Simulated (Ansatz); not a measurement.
Saddle point of BNH$_{7}$O$_{2}$F, closed shell (BH₃O₂ ([OH][BH][OH]) + NH₃ + HF → BNH₄O₂ ([NH2][B]([OH])[OH]) + HF + H₂; bonds formed: H2–H7, H5–F8; dative contacts that become bonds: B1–N6; bonds broken: B1–H2, H5–N6, H7–F8), PBE0-D4/def2-TZVP structure:

```tsv
atom	x (Å)	y (Å)	z (Å)
B1	-0.4083	0.0470	-0.3860
H2	0.4651	-1.2786	-0.3572
O3	-0.0742	0.5614	-1.6305
O4	-1.6554	-0.4312	-0.0121
H5	1.0303	0.2179	1.1913
N6	0.2163	0.8899	0.7457
H7	1.0438	-1.1929	0.3200
F8	1.7917	-0.8226	1.3533
H9	-0.4460	0.0952	-2.3794
H10	-2.1117	-0.9490	-0.6758
H11	0.6244	1.7433	0.3807
H12	-0.4760	1.1196	1.4501
```

Energies are electronic, without zero-point energy. Barriers and step energies count from the start structure reached by relaxing down the imaginary mode; all methods use the PBE0-D4 structures, on which another method's saddle can fall below an end. Computed with Ansatz 0.2.0 (basis: def2-TZVPP, with def2-QZVPP for the basis limit); correlated methods freeze the cores. B3LYP uses VWN-RPA correlation. Extrapolation: Hartree–Fock as exp(−7.88 √X), correlation as X^−2.97.

```
      method  barrier (eV)  step energy (eV)
       SPW92         0.341            -0.247
      PBE-D4         0.585            -0.501
     BLYP-D4             ?            -0.662
   r2SCAN-D4         0.675            -0.536
      B97M-V         0.859            -0.543
     PBE0-D4         0.785            -0.483
    B3LYP-D4         0.787            -0.628
  r2SCAN0-D4         0.834            -0.514
    BHLYP-D4         1.012            -0.606
CAM-B3LYP-D4         0.826            -0.577
     wB97X-V         0.913            -0.520
     wB97M-V         0.913            -0.538
      B2PLYP         0.890            -0.603
    PBE-QIDH         0.943            -0.478
  RPA on PBE         1.010            -0.517
          HF             ?            -0.795
         MP2             ?            -0.534
        CCSD         1.117            -0.529
     CCSD(T)         1.027            -0.510
```

**Question.** Fill in the withheld barriers. (To be estimated.)

**Answer.** Computed: BLYP-D4 0.632; HF 1.433; MP2 0.975 eV. Each is the energy of the saddle less that of the start structure, by the same method.

For comparison, the barrier by CCSD(T) at an estimated basis limit (MP2 extrapolated from triple and quadruple zeta, plus CCSD(T) − MP2 in triple zeta) is 0.992 eV.

The T1 diagnostic stays at or below 0.013.

Labels in which every atom is bracketed show which atoms are joined, not bond orders.

For scale, one of the runs: CCSD(T)/def2-TZVPP, 253 basis functions, launched by `ansatz run in.yaml --threads 8 --pin off --events-out ev --progress --plain --max-ram 19148MiB`. Hardware: 8 CPU threads of an Arm Neoverse V1, shared host. Wall time 2.1 min; peak host memory 6.2 GiB.
